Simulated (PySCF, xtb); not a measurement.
C₂H₃ClN₂Si, SMILES C1C=N[SiH](N=1)Cl.

Harmonic wavenumbers (cm⁻¹) from GFN2-xTB in xtb 6.7.1 at its own minimum, in rising order: 106, 128, 340, 420, 484, 554, 582, 629, 664, 797, 804, 879, 917, 929, 1200, 1227, 1615, 1656, 2410, 3041, 3049.

Question: What does PBE0-D3(BJ)/def2-SVP run with PySCF give at its own minimum? (Estimate from the structure and the level; the computed values follow.)

Answer: 119, 184, 372, 472, 522, 608, 666, 738, 754, 806, 885, 899, 919, 1023, 1312, 1335, 1669, 1724, 2308, 3103, 3116. Paired by order, the mean absolute difference is 62 cm⁻¹ and the zero-point energies are 32.1 and 33.6 kcal/mol.
